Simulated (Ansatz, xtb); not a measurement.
Two structures of FGeH5SiZn

Structure I: `[F][Zn][GeH2][SiH3]`, a singlet. Structure II: a singlet given by its coordinates. Both are isolated molecules in the gas phase, relaxed with B3LYP-D3(BJ)/def2-SVP.

I (Å):

```xyz
9

F    -4.5108    3.9516    0.3816
Ge   -2.0034    0.7503    1.0987
Si   -0.2555    0.6481   -0.5347
Zn   -3.4536    2.5844    0.7010
H    -1.3789    0.8690    2.5088
H    -2.8067   -0.5713    1.0701
H    -0.8563    0.5076   -1.8936
H     0.5355    1.9130   -0.4923
H     0.6580   -0.5052   -0.2854
```

II (Å):

```yaml
atoms:
  - { symbol: F, position_ang: [-1.3877, -1.0752, -0.4124] }
  - { symbol: Ge, position_ang: [-2.4420, 0.3305, -0.9489] }
  - { symbol: Si, position_ang: [-1.3146, 1.8205, 0.5449] }
  - { symbol: Zn, position_ang: [-0.0143, -0.1392, 1.1394] }
  - { symbol: H, position_ang: [-3.8667, -0.1932, -0.6611] }
  - { symbol: H, position_ang: [-2.2012, 0.3640, -2.4745] }
  - { symbol: H, position_ang: [-0.7160, 2.9369, -0.2486] }
  - { symbol: H, position_ang: [-2.3148, 2.4038, 1.4902] }
  - { symbol: H, position_ang: [0.9626, -1.2083, 1.7101] }
```

Close contacts (Å): F1–Ge2 1.84, F1–Zn4 2.27, Ge2–Si3 2.39, Si3–Zn4 2.43, Ge2–H5 1.54, Ge2–H6 1.54, Si3–H7 1.49, Si3–H8 1.49, Zn4–H9 1.56.

Task: Which of the two would you expect CCSD(T)/def2-SVP + ΔMP2/def2-TZVPP electronic energies to favour?

Result: Structure I; the calculation gives E(II) − E(I) = +0.602 eV.

Level by level:

```csv
level,geometry,E(II) − E(I) (eV),departure from the last row (eV),"job, with rough time for the two"
B3LYP-D3(BJ)/def2-SVP,B3LYP-D3(BJ)/def2-SVP,+0.400,−0.202,"optimisation, 2.3 min"
HF/def2-SVP,B3LYP-D3(BJ)/def2-SVP,+0.530,−0.072,part of the CCSD(T) run
MP2/def2-SVP,B3LYP-D3(BJ)/def2-SVP,+0.523,−0.078,part of the CCSD(T) run
CCSD(T)/def2-SVP,B3LYP-D3(BJ)/def2-SVP,+0.474,−0.127,single point
CCSD(T)/def2-SVP + ΔMP2/def2-TZVPP,B3LYP-D3(BJ)/def2-SVP,+0.602,,"single point, 66 s"
```

The levels shown agree on the order. The largest departure from CCSD(T)/def2-SVP + ΔMP2/def2-TZVPP is that of B3LYP-D3(BJ)/def2-SVP, 0.202 eV. Levels run at GFN2-xTB geometries aren't shown. The last row adds to CCSD(T) the change of the MP2 difference between the two basis sets, here +0.127 eV.

With harmonic frequencies from B3LYP-D3(BJ)/def2-SVP (ideal gas, rigid rotor, one conformer each, 298.15 K, 1 atm): the zero-point term adds −0.042 eV; ΔH is +0.549 and ΔG +0.599 eV.

The correlated steps freeze 20 core orbitals; the filled d shell of Ge is correlated; the last core shell of Zn is correlated, in a basis made for valence electrons. Programs: Ansatz 0.2.0; the last row on 2 threads of Intel(R) Xeon(R) Platinum 8259CL CPU @ 2.50GHz (Skylake/Cascade Lake) on a shared host.
